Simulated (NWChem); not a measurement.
## Basis-set convergence for H₃AlF₂S

```xyz
7

Al    -0.6494     0.6779     0.0000
H     -0.4155     2.2326     0.0000
F     -1.1186    -0.0946     1.4111
F     -1.1186    -0.0946    -1.4111
S      1.6574    -0.4270     0.0000
H      1.2371    -1.2553     0.9842
H      1.2371    -1.2553    -0.9842
```
Charge 0, spin multiplicity 1.

Program: NWChem. The geometry was optimised at PBE0/def2-SVP, a minimum by its harmonic frequencies.

Quantity: LUMO energy at the level PBE0.

The Pople sets run with spherical d functions. The structure started from a generated list of species.

```json
[
 {"basis": "3-21G", "functions": "50", "LUMO energy (eV)": "-0.34"},
 {"basis": "def2-SVP", "functions": "79", "LUMO energy (eV)": "-0.34"},
 {"basis": "cc-pVDZ", "functions": "79", "LUMO energy (eV)": "…"},
 {"basis": "6-311G**", "functions": "106", "LUMO energy (eV)": "-0.74"},
 {"basis": "def2-SVPD", "functions": "121", "LUMO energy (eV)": "…"},
 {"basis": "aug-pcseg-1", "functions": "127", "LUMO energy (eV)": "-0.82"},
 {"basis": "def2-TZVP", "functions": "154", "LUMO energy (eV)": "-0.84"},
 {"basis": "pcseg-2", "functions": "170", "LUMO energy (eV)": "…"},
 {"basis": "cc-pVTZ", "functions": "170", "LUMO energy (eV)": "-0.74"},
 {"basis": "def2-TZVPP", "functions": "188", "LUMO energy (eV)": "-0.84"}
]
```

Fill in the missing entries.


- cc-pVDZ, LUMO energy (eV): -0.48
- def2-SVPD, LUMO energy (eV): -0.79
- pcseg-2, LUMO energy (eV): -0.86
